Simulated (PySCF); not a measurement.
**Relaxation of quartet Hg₃S⁺**

Method: UPBE/[S def2-SVP, Hg def2-SVP with ECP60], scalar-relativistic core potentials, density fitting, no spin–orbit coupling, PySCF. A (50,194) grid was used.

A start displaced from a saddle point along its imaginary mode, of C3v symmetry, held to at least that symmetry:

Coordinates in bohr (charge 1 multiplicity 4):
```
S     0.0000    0.0000    0.4724
Hg    5.5219    0.0001   -0.0249
Hg   -2.7610    4.7821   -0.0249
Hg   -2.7609   -4.7822   -0.0249
```

(1) What does it relax to?

(2) How much energy is released, and in how many steps?

## Answers

(1) It ends at C3v with S–Hg 2.763 Å (×3); Hg–S–Hg 99.7° (×3) (after a last refinement on a finer grid). A frequency run shows a minimum. Other isomers or separated fragments may lie lower.

(2) 32.0 kJ/mol in 7 steps.

At this level a doublet minimum of C2v symmetry lies 47 kJ/mol below this structure. Spin–orbit coupling, left out here, can matter for elements this heavy.

The relaxation took of the order of 90 core-seconds on a shared host.
